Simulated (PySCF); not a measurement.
UHF on Tl (thallium, neutral)

Configuration: [Xe] 4f14 5d10 6s1 6p2, high-spin 4P determinant (an excited configuration). Computed with PySCF 2.14 in aug-cc-pVTZ-PP with one added diffuse shell each of d, f type with ECP60MDF (6s5p5d3f, 67 functions), with scalar relativity through the core potential.

```json
{
 "Total energy": "-171.356849 hartree",
 "One-electron energy": "-300.1791 hartree",
 "Hartree (Coulomb) energy": "142.8435 hartree",
 "Exchange energy": "-14.0213 hartree",
 "⟨S²⟩": "3.7578",
 "⟨L²⟩": "2.024",
 "Sum of ⟨r⟩": "31.45 bohr",
 "Sum of ⟨r²⟩": "66.46 bohr²",
 "Traceless quadrupole moment −½Σ⟨3z² − r²⟩ along its main axis": "5.94 e·bohr²",
 "Time after the integrals": "0.41 s of wall time on 1 thread of Intel(R) Xeon(R) Platinum 8488C (shared host)"
}
```

```json
{"shell": "5s α", "electrons": "1", "mean orbital energy (eV)": "-155.18", "spread (eV)": "0", "rms radius, mean of both spins (bohr)": "0.952"}
{"shell": "5s β", "electrons": "1", "mean orbital energy (eV)": "-154.83", "spread (eV)": "0", "rms radius, mean of both spins (bohr)": "0.952"}
{"shell": "5p α", "electrons": "3", "mean orbital energy (eV)": "-95.951", "spread (eV)": "0.172", "rms radius, mean of both spins (bohr)": "1.09"}
{"shell": "5p β", "electrons": "3", "mean orbital energy (eV)": "-95.843", "spread (eV)": "0.379", "rms radius, mean of both spins (bohr)": "1.09"}
{"shell": "5d α", "electrons": "5", "mean orbital energy (eV)": "-24.565", "spread (eV)": "0.311", "rms radius, mean of both spins (bohr)": "1.49"}
{"shell": "5d β", "electrons": "5", "mean orbital energy (eV)": "-24.026", "spread (eV)": "0.553", "rms radius, mean of both spins (bohr)": "1.49"}
{"shell": "6s α", "electrons": "1", "mean orbital energy (eV)": "-15.718", "spread (eV)": "0", "rms radius, mean of both spins (bohr)": "2.75"}
{"shell": "6p α", "electrons": "2", "mean orbital energy (eV)": "-6.680", "spread (eV)": "0", "rms radius, mean of both spins (bohr)": "3.74"}
```

Energies and moments cover only the electrons outside the core potential. Spin-orbit coupling is strong in this species (close to jj coupling), so the high-spin LS determinant is a model state, not a physical level.
